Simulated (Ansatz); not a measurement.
Ansatz (a first-principles code) input:
A basis named .json is the Basis Set Exchange file of that set.

Ansatz 0.2 input:
```yaml
crystal:
  periodic: [false, false, false]
  atoms:
    - {symbol: C, position_ang: [-2.32034717, 0.10639473, 0.39775871]}
    - {symbol: C, position_ang: [-0.94515743, 0.61839879, 0.09501173]}
    - {symbol: C, position_ang: [-0.86245826, 2.10948597, -0.08670572]}
    - {symbol: C, position_ang: [0.15277590, -0.13806365, -0.01358440]}
    - {symbol: Si, position_ang: [1.88826680, 0.47151299, -0.39082564]}
    - {symbol: Cl, position_ang: [0.05789115, -1.89363306, 0.20941513]}
    - {symbol: H, position_ang: [-3.01005613, 0.39253503, -0.40169303]}
    - {symbol: H, position_ang: [-2.34851863, -0.97282609, 0.51273967]}
    - {symbol: H, position_ang: [-2.69683896, 0.56648092, 1.31616224]}
    - {symbol: H, position_ang: [0.14234562, 2.46688349, -0.30506403]}
    - {symbol: H, position_ang: [-1.21035355, 2.61890987, 0.81643538]}
    - {symbol: H, position_ang: [-1.51619890, 2.42743651, -0.90384843]}
    - {symbol: H, position_ang: [2.79665163, -0.68824922, -0.47496892]}
    - {symbol: H, position_ang: [1.91380656, 1.21116345, -1.67556449]}
    - {symbol: H, position_ang: [2.36039929, 1.39095135, 0.67242150]}
basis:
  gaussian:
    orbitals: aug-cc-pV_T+d_Z.json
    fitting: {mean_field: def2-universal-jkfit, correlation: aug-cc-pVTZ-RIFIT.json}
magnetization: {spin_polarized: true, initial_magnetization: 2}
correlation: {method: mp2, electrons: outside_noble_gas}
```

Problem. Which total energy does the run end on?

Solution. -906.06541 Eh (RI-MP2/aug-cc-pV(T+d)Z). The basis has 501 functions.

This state (charge 0, triplet) is run at the relaxed geometry of the species with charge 0 and multiplicity 1, and is a spin state other than that species' own.
